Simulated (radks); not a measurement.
Question: All-electron atom: Te III in [Kr] 4d8 5s2 5p2 5d2 (not the ground configuration). Calculated with a radial shooting solver on a logarithmic mesh with Libxc functionals: scalar-relativistic Kohn-Sham, XLYP, spin-polarised, spherical densities, point nucleus; open shells are filled with parallel spins first (spin-orbit coupling, left out, can overturn this in heavy ions). Some entries of the table are withheld. Estimate them.

orbital  occ.  eigenvalue (eV)  <1/r> (bohr^-1)
1s up       1        -31681.04            55.58
1s down     1        -31680.94            55.58
2s up       1        -4896.539            12.72
2s down     1        -4895.746            12.72
2p up       3        -4400.290            12.19
2p down     3        -4399.632            12.19
3s up       1        -1008.947            4.546
3s down     1        -1008.504            4.546
3p up       3        -847.7398            4.325
3p down     3        -847.2342            4.325
3d up       5        -604.1914            4.091
3d down     5        -603.4565            4.091
4s up       1        -205.6016            1.844
4s down     1        -203.0840            1.844
4p up       3        -154.8965            1.694
4p down     3        -152.4016            1.693
4d up       5         -80.3305            1.429
4d down     3         -77.8996            1.428
5s up       1         -41.9843           0.7204
5s down     1         -39.4594           0.7228
5p up       2         -29.7145           0.6191
5p down     0         -27.1917           0.6150
5d up       2         -14.2922              (1)
5d down     0         -12.3981              (2)

Answer: 
(1) 5d up <1/r> (bohr^-1): 0.4377
(2) 5d down <1/r> (bohr^-1): 0.4127
